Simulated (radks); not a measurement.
Results of a calculation; reference values are marked as such.
Spherical quantum dot in the effective-mass picture: electrons in a hard-walled sphere of radius 2.32, all in effective atomic units (hartree* = m*/eps^2 hartree, bohr* = eps/m* bohr), one dielectric constant everywhere. Level of theory: non-relativistic Kohn-Sham, LDA (Slater exchange, Perdew-Wang correlation), spin-polarised, spherical densities (a radial shooting solver with Libxc functionals). Levels are named by radial order and angular momentum (1s, 1p, 1d, 2s, ...), and open shells are averaged over m.

N = 25, configuration 1s2 1p6 1d10 1f(up 7, down 0). This is the lowest configuration that the search found. Occupied and some empty levels:

| level | occupation | eigenvalue (hartree*) | <r> (bohr*) |
|---|---|---|---|
| 1s up | 1 | 14.965 | 1.482 |
| 1s down | 1 | 15.086 | 1.470 |
| 1p up | 3 | 15.522 | 1.572 |
| 1p down | 3 | 15.654 | 1.567 |
| 1d up | 5 | 16.425 | 1.639 |
| 1d down | 5 | 16.565 | 1.637 |
| 1f up | 7 | 17.629 | 1.692 |
| 1f down | 0 | 17.773 | 1.691 |
| 2s up | 0 | 17.960 | 1.053 |
| 2s down | 0 | 18.015 | 1.056 |
| 1g up | 0 | 19.109 | 1.735 |
| 1g down | 0 | 19.256 | 1.735 |
| 2p up | 0 | 19.658 | 1.216 |
| 2p down | 0 | 19.728 | 1.215 |
| 2d up | 0 | 21.632 | 1.323 |
| 2d down | 0 | 21.715 | 1.322 |

Energy (hartree*): total 240.809, kinetic 82.068, external 0, Hartree 176.78, exchange-correlation -18.044.
